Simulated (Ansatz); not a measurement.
`[NH2][In]([OH])[SH]`. Total charge 0; spin multiplicity 1. In: def2 effective core potential. The geometry is a stationary point of PBE0-D4/def2-TZVP. It is one conformer, not always the lowest.

```xyz
8

N     0.495   -1.063    1.234
In   -0.222    0.230   -0.130
O    -2.091    0.817    0.163
S     1.026    1.230   -1.890
H     1.226   -1.686    0.923
H    -0.211   -1.600    1.719
H    -2.375    1.502   -0.446
H     2.153    0.570   -1.573
```

Task: What is the dipole moment at ωB97M-V/def2-TZVPP? (Estimate.)

Result: Ansatz gave: 1.70 D, with components (0.96, -1.32, -0.50) D in this frame, pointing from negative to positive charge.

Task: And with PBE, r2SCAN, B3LYP? (Best estimate.)

Result: Computed: PBE 1.62 D, r2SCAN 1.68 D, B3LYP 1.69 D.

Task: Give the Mulliken charges with ωB97M-V, PBE, B3LYP in def2-TZVPP. (Best estimate.)

Result: Computed: 
```csv
atom,ωB97M-V,PBE,B3LYP
N1,-0.45,-0.45,-0.47
In2,0.79,0.70,0.80
O3,-0.51,-0.47,-0.52
S4,-0.35,-0.36,-0.37
H5,0.11,0.14,0.13
H6,0.12,0.15,0.14
H7,0.16,0.17,0.17
H8,0.12,0.12,0.11
```

B3LYP here is the variant with VWN-RPA as its local correlation; programs differ in this.
